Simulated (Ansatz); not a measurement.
Frontier orbitals of C$_{3}$H$_{5}$F$_{3}$O, SMILES `FCCOC(F)F`.

Total charge 0; spin multiplicity 1. Geometry: relaxed with PBE0-D4/def2-TZVP. It is one conformer, not always the lowest. Basis def2-TZVPP, Ansatz.

Orbital energies of one run (eV). Highest occupied ones, from the top: -8.58, -9.50, -9.79, -10.61, -10.90, -11.12, -11.66, -11.98, -12.50, -13.10, -14.01, -14.26, -15.43, -15.64. Empty: 0.88, 1.27, 1.59, 2.15, 2.39, 2.58.

Task: Which functional gave them?
A. CAM-B3LYP
B. ωB97X-V
C. HSE06 (plane-wave form)
D. BHLYP

Result: C. HOMO energies: HSE06 -8.58, BHLYP -10.67, CAM-B3LYP -10.50, ωB97X-V -11.47 eV.
